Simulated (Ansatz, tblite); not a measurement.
Cost and result up the ladder for the cluster Ga₃Cl₆⁺ (the lowest singlet isomer of a short search) (9 atoms). Total charge 1; singlet. Geometry: PBE-D4/def2-SVP.

```csv
atom,x (Å),y (Å),z (Å)
Ga1,-0.815,-0.776,1.409
Ga2,1.389,-0.275,-0.788
Ga3,-0.240,1.487,-1.324
Cl4,3.251,-0.966,-1.505
Cl5,-1.793,-1.654,3.049
Cl6,-0.999,3.134,-2.397
Cl7,-0.243,-2.026,-0.449
Cl8,-1.876,1.008,0.398
Cl9,1.326,0.068,1.606
```

Ansatz on 4 threads of Intel Xeon 6975P-C on a shared host; xTB runs through tblite on one thread. Times are rough, summed over both states, and most runs start from the orbitals of an earlier one. PBE0-D4/def2-TZVP serves as the yardstick here, not as an exact answer. The other state is a triplet.

The xTB rows come from tblite. The structure comes from a short search, and lower isomers may exist.

xTB has no spin-polarisation term.

```json
{"level": "GFN2-xTB", "functions": "81", "vertical triplet (eV)": "3.36", "difference from PBE0-D4/def2-TZVP (eV)": "-0.95"}
{"level": "r2SCAN-D4/def2-TZVP", "functions": "366", "vertical triplet (eV)": "4.10", "difference from PBE0-D4/def2-TZVP (eV)": "-0.21"}
{"level": "GFN1-xTB", "functions": "81", "vertical triplet (eV)": "3.71", "difference from PBE0-D4/def2-TZVP (eV)": "-0.60"}
{"level": "PBE0-D4/def2-TZVP", "functions": "366", "vertical triplet (eV)": "4.31", "difference from PBE0-D4/def2-TZVP (eV)": "0.00"}
{"level": "PBE-D4/def2-TZVP", "functions": "366", "vertical triplet (eV)": "3.88", "difference from PBE0-D4/def2-TZVP (eV)": "-0.43"}
```

Problem. Estimate how long each takes.

Solution. GFN1-xTB 0.037 s; GFN2-xTB 0.053 s; PBE-D4/def2-TZVP 26 s; r2SCAN-D4/def2-TZVP 60 s; PBE0-D4/def2-TZVP 74 s. On shared hardware such times vary by a factor of up to 3.
